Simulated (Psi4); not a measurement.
F₂La (SMILES [F][La+][F]), charge +1, singlet, at a GFN2-xTB geometry (such geometries of metal compounds can be far from the true shape) (the multiplicity is a formal guess) (core potentials on La).

Input for Psi4:
```
memory 2 GB

molecule {
1 1
  La    0.33966094    0.23556775    0.06908115
  F    -1.54856663    0.24526234   -1.27331975
  F    -0.60261932   -1.73719143    0.83580577
}

set basis def2-tzvp

energy('r2scan')
print_variables()
```

Problem. Estimate the nuclear repulsion energy that R2SCAN/def2-TZVP (Psi4 1.11) returns for this input.

Solution. 59.3007 Eh

Problem. What is the computed total energy (R2SCAN/def2-TZVP)?

Solution. -231.1592 Eh

Problem. Give the number of basis functions at the level R2SCAN/def2-TZVP.

Solution. 102
